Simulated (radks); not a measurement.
Initial-state core-level shifts of neutral zirconium when its valence configuration changes from [Kr] 4d2 5s2. All-electron calculation, scalar-relativistic Kohn-Sham, PBE, spin-polarised, spherical densities, point nucleus; open shells are filled with parallel spins first (spin-orbit coupling, left out, can overturn this in heavy ions). Program: a radial shooting solver on a logarithmic mesh with Libxc functionals. Shifts are changes of the shell-averaged eigenvalues in eV (positive: less bound).

valence	2p	3p	3d	4s
4d1 5s2 5p1	-4.345	-4.288	-4.308	-3.992
4d3 5s1	+2.550	+2.527	+2.540	+2.414
5s2 5p2	-9.144	-8.979	-9.025	-8.171
4d2 5s1 5p1	-1.035	-1.042	-1.041	-1.023
4d0.5 5s2 5p1.5	-6.694	-6.590	-6.621	-6.066
4d1.5 5s2 5p0.5	-2.110	-2.087	-2.096	-1.964
4d2.5 5s1 5p0.5	+0.845	+0.826	+0.833	+0.760
4d2.5 5s1.5	+1.337	+1.323	+1.330	+1.252
4d0.5 5s1.5 5p2	-7.137	-7.037	-7.069	-6.497
